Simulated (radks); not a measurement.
Zr I, configuration [Kr] 4d2 5d2 (not the ground configuration). Method: scalar-relativistic Kohn-Sham, RPBE, spin-polarised, spherical densities, point nucleus; open shells are filled with parallel spins first (spin-orbit coupling, left out, can overturn this in heavy ions); computed with a radial shooting solver on a logarithmic mesh with Libxc functionals.

Normalised radial functions P(r) = r R(r), r in bohr:

```
   r/bohr * 4p down (the largest magnitude, 0.966, reaches the edge; | marks zero)
 0.005998                             *
 0.008194                             *
  0.01119                             |*
  0.01529                             |*
  0.02106                             | *
  0.02877                             |   *
  0.03931                             |    *
   0.0537                             |      *
  0.07336                             |        *
   0.1002                             |       *
    0.138                             |    *
   0.1886                          *  |
   0.2576                  *          |
   0.3519               *             |
   0.4808                      *      |
   0.6568                             |       *
   0.9045                             |                      *
    1.236                             |                          *
    1.688                             |                   *
    2.306                             |         *
    3.151                             |  *
    4.339                             |*
    5.928                             *
    8.098                             *
    11.06                             *
    15.11                             *
    20.65                             *
```

4p down: eigenvalue -37.897 eV, 2 radial nodes at r = 0.170, 0.564 bohr, <r> = 1.36 bohr, 90 % of the charge inside 2.02 bohr.
